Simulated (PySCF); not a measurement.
Mg(OH)(SeH) (H2MgOSe), SMILES [OH][Mg][SeH].

Geometry: PBE0-D3(BJ)/def2-TZVP. The geometry has at least one imaginary mode, so it is a saddle point at that level. Other conformers were not sampled.

These are CAM-B3LYP/def2-TZVPD (PySCF) values and carry that method's errors.

Symmetry labels are those of the subgroup Cs that the program uses (full group Cs).

Computed valence orbital energies around the gap with their symmetry:
```csv
orbital,symmetry,energy (eV)
HOMO−7,A',-27.44
HOMO−6,A',-20.54
HOMO−5,A',-14.65
HOMO−4,A',-11.84
HOMO−3,A",-9.81
HOMO−2,A',-9.81
HOMO−1,A',-9.31
HOMO,A",-8.11
LUMO,A',-0.68
LUMO+1,A',0.44
LUMO+2,A',0.66
LUMO+3,A",0.69
```
